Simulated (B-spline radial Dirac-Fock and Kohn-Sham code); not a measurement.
# Two-hole binding energies of Tl²⁰⁺

System: thallium as Tl²⁰⁺, configuration 1s2 2s2 2p6 3s2 3p6 3d10 4s2 4p6 4d10 4f13 5s2 (tabulated as the ground configuration, which this calculation does not bear out).

Input file task.json (cfg lists n, l and occupation; rrms is the nuclear radius in fm):

```json
{"items": [{
  "Z": 81,
  "q": 20,
  "cfg": [[1, 0, 2], [2, 0, 2], [2, 1, 6], [3, 0, 2], [3, 1, 6], [3, 2, 10], [4, 0, 2], [4, 1, 6], [4, 2, 10], [4, 3, 13], [5, 0, 2]],
  "A": 205,
  "rrms": 5.4759,
  "do": ["binding", "quiet", "double"]
}]}
```

Launch: `python xray_run.py task.json out`

Method: Dirac-Fock (average of configuration) total-energy differences with a finite nucleus, the Breit interaction including its frequency dependence, and self-energy and vacuum-polarisation corrections. Computed with a radial finite-basis atomic code. U is the two-hole binding energy less the two single-hole energies, the effective repulsion of the holes after relaxation. Each two-hole energy is an average over J within one jj subconfiguration.

```csv
holes,E(a) (eV),E(b) (eV),E(ab) (eV),U (eV)
1s⁻¹ 2p1/2⁻¹,86047.5,15214.9,101767.9,505.5
1s⁻¹ 3d5/2⁻¹,86047.5,2895.5,89074.4,131.4
2p1/2⁻²,15214.9,15214.9,30785.3,355.5
2s⁻¹ 2p3/2⁻¹,15868.3,13171.9,29285.7,245.5
2s⁻¹ 3p3/2⁻¹,15868.3,3465.6,19452.9,119.0
2p1/2⁻¹ 3d3/2⁻¹,15214.9,2992.1,18338.7,131.7
2p1/2⁻¹ 3d5/2⁻¹,15214.9,2895.5,?,?
2p3/2⁻¹ 3s⁻¹,13171.9,4217.2,17510.8,121.7
2p3/2⁻¹ 3p1/2⁻¹,13171.9,3925.5,17229.2,131.8
3p1/2⁻²,3925.5,3925.5,7953.7,102.7
3p3/2⁻²,3465.6,3465.6,7020.4,89.3
3d3/2⁻¹ 3d5/2⁻¹,2992.1,2895.5,5991.3,103.7
4d3/2⁻²,893.2,893.2,1833.5,47.1
4d3/2⁻¹ 4d5/2⁻¹,893.2,871.5,1812.1,47.3
```

**Question.** Give the missing two-hole energy and U.

**Answer.** E(ab) = 18242.0 eV and U = 131.6 eV.
